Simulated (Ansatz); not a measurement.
This geometry of a periodic cell of 63 atoms, Si (host Si, host structure diamond, one Si atom removed) is a first-order saddle point.

Method: DFT LDA, scalar-relativistic, plane waves, PAW in Ansatz. Settings: PAW set soft_1, cutoff 420 eV, k mesh 1x1x1, gaussian smearing 0.05 eV, no spin polarisation.

```xyz
63
Lattice="10.8600 0.0000 0.0000 0.0000 10.8600 0.0000 0.0000 0.0000 10.8600" Properties=species:S:1:pos:R:3
Si 5.429 0.000 -0.003
Si 6.799 1.355 1.351
Si 8.158 2.729 -0.006
Si 9.538 4.057 1.368
Si 8.149 0.000 2.701
Si 9.504 1.355 4.071
Si 0.018 -0.002 0.017
Si 1.450 1.312 1.448
Si 2.740 2.688 0.042
Si 4.116 3.969 1.456
Si 5.428 5.403 0.022
Si 6.801 6.785 1.340
Si 8.131 8.157 -0.039
Si 9.505 9.484 1.342
Si 2.888 -0.033 2.885
Si 5.467 2.530 2.896
Si 6.799 4.075 4.071
Si 8.157 5.431 2.696
Si 9.480 6.808 4.069
Si 4.762 0.687 4.745
Si 6.607 1.392 6.602
Si 8.149 2.725 5.426
Si 9.505 4.083 6.802
Si 8.044 0.042 8.042
Si 9.478 1.355 9.475
Si 0.002 5.426 0.000
Si 1.372 6.750 1.369
Si 2.700 8.130 -0.005
Si 4.073 9.491 1.351
Si 0.044 2.688 2.737
Si 1.452 3.976 4.113
Si 2.740 5.384 2.738
Si 4.074 6.785 4.071
Si 5.429 8.141 2.702
Si 6.609 9.681 4.035
Si -0.001 0.000 5.426
Si 1.356 1.355 6.794
Si 2.891 2.538 5.460
Si 4.073 4.074 6.795
Si 5.429 5.429 5.426
Si 6.762 6.830 6.759
Si 8.046 8.241 5.383
Si 9.457 9.526 6.759
Si 2.705 -0.001 8.145
Si 4.074 1.355 9.500
Si 5.429 2.724 8.145
Si 6.801 4.085 9.501
Si 8.130 5.464 8.128
Si 9.501 6.788 9.497
Si 0.000 8.129 2.699
Si 1.356 9.492 4.071
Si 0.019 5.407 5.428
Si 1.343 6.785 6.798
Si 2.706 8.141 5.426
Si 4.042 9.673 6.612
Si 0.000 2.726 8.156
Si 1.371 4.057 9.535
Si 2.698 5.431 8.155
Si 4.072 6.804 9.481
Si 5.386 8.235 8.050
Si 6.762 9.526 9.456
Si -0.035 8.158 8.128
Si 1.344 9.487 9.501
```

Which two structures does it join? (They come from a converged band through this point; their orientation in space is the band's.)

The atom that moves furthest is Si20, by 2.33 Å; four of its nearest neighbours are Si35 2.35, Si55 2.35, Si21 2.35, Si38 3.83 Å at the first end and Si15 2.35, Si16 2.35, Si38 2.35, Si35 3.82 Å at the last.

First end point:

```xyz
63
Lattice="10.8600 0.0000 0.0000 0.0000 10.8600 0.0000 0.0000 0.0000 10.8600" Properties=species:S:1:pos:R:3
Si 5.425 0.001 -0.009
Si 6.774 1.338 1.365
Si 8.141 2.716 -0.002
Si 9.500 4.067 1.352
Si 8.148 0.001 2.713
Si 9.502 1.355 4.067
Si 0.004 -0.007 -0.001
Si 1.371 1.369 1.366
Si 2.719 2.708 -0.008
Si 4.057 4.057 1.365
Si 5.434 5.424 -0.001
Si 6.786 6.782 1.352
Si 8.148 8.139 -0.008
Si 9.504 9.502 1.352
Si 2.717 -0.003 2.714
Si 5.427 2.708 2.713
Si 6.774 4.056 4.084
Si 8.139 5.421 2.703
Si 9.502 6.785 4.064
Si 5.425 0.000 5.421
Si 6.773 1.370 6.768
Si 8.149 2.708 5.421
Si 9.503 4.069 6.779
Si 8.139 -0.010 8.134
Si 9.502 1.355 9.494
Si -0.003 5.429 -0.008
Si 1.359 6.785 1.353
Si 2.709 8.145 -0.001
Si 4.087 9.512 1.364
Si -0.004 2.709 2.713
Si 1.372 4.054 4.053
Si 2.718 5.431 2.714
Si 4.072 6.785 4.067
Si 5.426 8.138 2.712
Si 6.772 9.514 4.052
Si -0.006 0.001 5.421
Si 1.371 1.337 6.768
Si 2.720 2.706 5.422
Si 4.089 4.055 6.767
Si 5.426 5.432 5.421
Si 6.786 6.786 6.779
Si 8.139 8.146 5.429
Si 9.499 9.500 6.779
Si 2.717 0.000 8.145
Si 4.072 1.355 9.498
Si 5.426 2.709 8.144
Si 6.785 4.068 9.501
Si 8.146 5.428 8.142
Si 9.502 6.785 9.496
Si 0.005 8.148 2.702
Si 1.369 9.512 4.085
Si 0.003 5.423 5.429
Si 1.359 6.782 6.780
Si 2.718 8.137 5.421
Si 4.055 9.514 6.768
Si 0.005 2.719 8.133
Si 1.360 4.067 9.497
Si 2.708 5.420 8.134
Si 4.072 6.786 9.494
Si 5.436 8.149 8.133
Si 6.786 9.501 9.497
Si -0.002 8.141 8.141
Si 1.358 9.501 9.501
```

Last end point:

Only the atoms that move by more than 0.05 Å are listed.
```
Si20 4.081 1.349 4.081
```

How far does it lie above each of them?

0.34 eV above the first and 0.34 eV above the second. This is the barrier of this one path; another mechanism may lie lower. Limits of this set-up: coarse k mesh, PAW files made for another functional, no spin, though dangling bonds at a vacancy may carry it, a typed lattice constant that wasn't relaxed here.

Time of the run: 5.4 min on 4 threads of Arm Neoverse V2, on a shared host, peak memory 2.3 GiB.
